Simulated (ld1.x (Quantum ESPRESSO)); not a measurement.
## Configuration tests for Er (Z = 68) (TM)

Er (Z = 68), norm-conserving Troullier–Martins (Kleinman–Bylander form), made with ld1.x (Quantum ESPRESSO) 7.5 (PBE, scalar-relativistic). Core [Xe] 4f11, reference 5d2 6s1 6p0. Waves: 6s (bound): rc 2.40 bohr; 5d (bound): rc 2.10 bohr; 6p (bound, empty): rc 3.05 bohr. Local part: the p channel. Core correction: Bessel-smoothed model core inside 1.85 bohr.

Energies are relative to the spin-unpolarised reference configuration 5d2 6s1 6p0; without spin polarisation the order of configurations can differ from experiment.

| valence configuration | charge | ΔE all-electron (eV) | error AE − PS (meV) |
| --- | --- | --- | --- |
| 5d1 6s2 6p0 | 0 | -2.461 | -38 |
| 5d1 6s1 6p0 | +1 | 4.583 | -71 |
| 5d2 6s0 6p0 | +1 | 6.476 | -13 |
| 5d0 6s2 6p0 | +1 | 3.157 | -329 |
| 5d1 6s1.5 6p0 | +0.5 | 0.387 | -47 |

Problem. What are ΔE and the potential's error for 5d1.5 6s1.5 6p0?

Solution. ΔE = -1.261 eV all-electron; the error (AE − PS) is -7.2 meV.

Problem. What are ΔE and the potential's error for 5d1 6s0 6p0?

Solution. ΔE = 17.348 eV all-electron; the error (AE − PS) is -168 meV.

Levels in the configuration 5d1 6s2 6p0:

| level | all-electron (eV) | pseudo (eV) |
| --- | --- | --- |
| 5d | -2.086 | -2.186 |
| 6s | -4.413 | -4.419 |

Note: ghost state, extra bound levels that the all-electron valence spectrum of the same l lacks: s at -48.8 eV. A true bound ghost makes a file unfit for plane-wave use.
